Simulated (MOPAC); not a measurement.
Job for MOPAC: PM7 on AsH5 (a complex), monomers drawn apart or pushed together.

```
PM7 1SCF PRECISE CHARGE=0 THREADS=1
AsH5

As    -0.01652219 1    -0.20099965 1    -0.24595522 1
H     -1.13293795 1     0.52466262 1     0.49771225 1
H      1.05462639 1     0.42673172 1     0.63978478 1
H     -0.13015301 1    -1.42010948 1     0.66334398 1
H     -0.31912008 1     0.13186912 1     5.47303311 1
H     -0.28815272 1     0.09337341 1     4.73024414 1
```

It printed:

```
*******************************************************************************
 **                                                                           **
 **                              MOPAC v23.2.5                                **
 **                                                                           **
 *******************************************************************************
 ** MOPAC's Digital Object Identifier: https://doi.org/10.5281/zenodo.6511958 **
 **                                                                           **
 ** Please cite the open-source release paper for use of this MOPAC version:  **
 ** J. E. Moussa and J. J. P. Stewart (2026)                                  **
 ** MOPAC: An open-source semiempirical molecular orbital program             **
 ** J. Open Source Softw., 11(119), 8025, https://doi.org/10.21105/joss.08025 **
 *******************************************************************************

                              PM7 CALCULATION RESULTS

 *******************************************************************************
 *  PM7        - The PM7 Hamiltonian to be used
 *
 *
 *
 *                 CHARGE ON SYSTEM = 0
 *
 *
 *
 *  PRECISE    - TIGHTER CRITERIA TO BE USED
 *  1SCF       - DO 1 SCF AND THEN STOP
 *  THREADS=1  - MULTI-THREADING NOT USED
 *  T=         - A TIME OF 172800.0 SECONDS REQUESTED
 *  DUMP=N     - RESTART FILE WRITTEN EVERY 7200.0 SECONDS REQUESTED
 *******************************************************************************
PM7 1SCF PRECISE CHARGE=0 THREADS=1
 AsH5

   ATOM   CHEMICAL          X               Y               Z
  NUMBER   SYMBOL      (ANGSTROMS)     (ANGSTROMS)     (ANGSTROMS)

     1      As         -0.01652219  *  -0.20099965  *  -0.24595522  *
     2       H         -1.13293795  *   0.52466262  *   0.49771225  *
     3       H          1.05462639  *   0.42673172  *   0.63978478  *
     4       H         -0.13015301  *  -1.42010948  *   0.66334398  *
     5       H         -0.31912008  *   0.13186912  *   5.47303311  *
     6       H         -0.28815272  *   0.09337341  *   4.73024414  *



          CARTESIAN COORDINATES

    NO.       ATOM           X           Y           Z

     1        As         -0.0165     -0.2010     -0.2460
     2         H         -1.1329      0.5247      0.4977
     3         H          1.0546      0.4267      0.6398
     4         H         -0.1302     -1.4201      0.6633
     5         H         -0.3191      0.1319      5.4730
     6         H         -0.2882      0.0934      4.7302

 General Reference for PM7:
 "Optimization of Parameters for Semiempirical Methods VI: More Modifications to the
 NDDO Approximations and Re-optimization of Parameters", J. J. P. Stewart, J. Mol. Mod., 1:32, 19 (2013)
 https://link.springer.com/article/10.1007/s00894-012-1667-x

           Empirical Formula: H5 As  =     6 atoms



      MOLECULAR POINT GROUP   :   C3v


      RHF CALCULATION, NO. OF DOUBLY OCCUPIED LEVELS = 5


 -------------------------------------------------------------------------------
 PM7 1SCF PRECISE CHARGE=0 THREADS=1
 AsH5



     1SCF WAS SPECIFIED, SO BFGS WAS NOT USED
     SCF FIELD WAS ACHIEVED


                              PM7 CALCULATION
                                                       MOPAC v23.2.5 Linux




          FINAL HEAT OF FORMATION =        -36.00781 KCAL/MOL =    -150.65669 KJ/MOL


          COSMO AREA              =         96.99 SQUARE ANGSTROMS
          COSMO VOLUME            =         68.10 CUBIC ANGSTROMS

          IONIZATION POTENTIAL    =          9.747904 EV
          HOMO LUMO ENERGIES (EV) =         -9.748 -1.343
          NO. OF FILLED LEVELS    =          5
          MOLECULAR WEIGHT        =         79.9611         POINT GROUP:  C3v

          MOLECULAR DIMENSIONS (Angstroms)

            Atom       Atom       Distance
            H     5   As     1     5.73665
            H     2    H     4     2.19434
            H     3    H     4     1.90024


          SCF CALCULATIONS        =          1





   ATOM   CHEMICAL          X               Y               Z
  NUMBER   SYMBOL      (ANGSTROMS)     (ANGSTROMS)     (ANGSTROMS)

     1      As         -0.01652219  *  -0.20099965  *  -0.24595522  *
     2       H         -1.13293795  *   0.52466262  *   0.49771225  *
     3       H          1.05462639  *   0.42673172  *   0.63978478  *
     4       H         -0.13015301  *  -1.42010948  *   0.66334398  *
     5       H         -0.31912008  *   0.13186912  *   5.47303311  *
     6       H         -0.28815272  *   0.09337341  *   4.73024414  *

                             CARTESIAN COORDINATES

   1   As       -0.016522190    -0.200999650    -0.245955220
   2    H       -1.132937950     0.524662620     0.497712250
   3    H        1.054626390     0.426731720     0.639784780
   4    H       -0.130153010    -1.420109480     0.663343980
   5    H       -0.319120080     0.131869120     5.473033110
   6    H       -0.288152720     0.093373410     4.730244140


           Empirical Formula: H5 As  =     6 atoms



      MOLECULAR POINT GROUP   :   C3v


                  EIGENVALUES
 -18.51687 -15.22272 -13.39276 -13.39267  -9.74790  -1.34315  -1.34314  -1.11353
  -1.11353  -1.04737   3.80346   3.80352   4.22156   7.08730


              NET ATOMIC CHARGES AND DIPOLE CONTRIBUTIONS

  ATOM NO.   TYPE          CHARGE      No. of ELECS.   s-Pop       p-Pop       d-Pop
    1         As          -0.218716        5.2187     1.66746     3.29521     0.25605
    2          H           0.072908        0.9271     0.92709
    3          H           0.072905        0.9271     0.92710
    4          H           0.072906        0.9271     0.92709
    5          H           0.000717        0.9993     0.99928
    6          H          -0.000721        1.0007     1.00072
 DIPOLE           X         Y         Z       TOTAL
 POINT-CHG.    -0.056     0.047     0.891     0.894
 HYBRID        -0.014     0.012     0.221     0.222
 SUM           -0.070     0.059     1.113     1.116


          ATOMIC ORBITAL ELECTRON POPULATIONS

     Atom    s        px        py        pz      x^2-y^2     xz        z^2       yz        xy
    1 As   1.66746   0.97335   0.97293   1.34893   0.03861   0.07571   0.00171   0.08656   0.05346
    2  H   0.92709
    3  H   0.92710
    4  H   0.92709
    5  H   0.99928
    6  H   1.00072

 **********************
 *                    *
 * JOB ENDED NORMALLY *
 *                    *
 **********************




 == MOPAC DONE ==
```

The run finished.

Cost: roughly 0.04 core-seconds.
